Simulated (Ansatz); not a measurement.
`O=C=[N][SnH2][Cl]` + H₂S → `[SH][SnH2][Cl]` + `N=C=O`  (ligand exchange at the Sn–N bond)

Calculated with Ansatz (gas phase, PBE0-D4/def2-TZVP geometries, no zero-point term in ΔE). CCSD(T)/CBS is the MP2 limit (def2-TZVPP, def2-QZVPP) plus CCSD(T) − MP2 in def2-TZVPP, frozen cores. This one scheme is used for every species. Functionals use def2-TZVPP. def2 core potentials past Kr. For Sn outer-core shells are correlated without core-valence functions, which leaves a few kJ/mol of doubt a bond. Each species was taken in one conformer, which may not be the lowest.

CCSD(T)/CBS gives -0.14 eV.

(1) Another level gave -0.16 eV. Which?
A. revPBE/def2-TZVPP
B. r2SCANh/def2-TZVPP
C. CCSD(T)/def2-TZVPP
D. PBE-QIDH/def2-TZVPP

Largest T1 diagnostic among the species: 0.018.

Results:

(1) D. PBE-QIDH -0.16, revPBE -0.28, r2SCANh -0.22, CCSD(T)/def2-TZVPP -0.09 eV.

From BLYP to BHLYP (50 % exact exchange), in def2-TZVPP and without D4, ΔE moves by +0.10 eV. In def2-TZVPP, CCSD(T) changes the Hartree–Fock value by −0.07 eV (the triples alone add −0.02 eV) and MP2 by −0.08 eV.
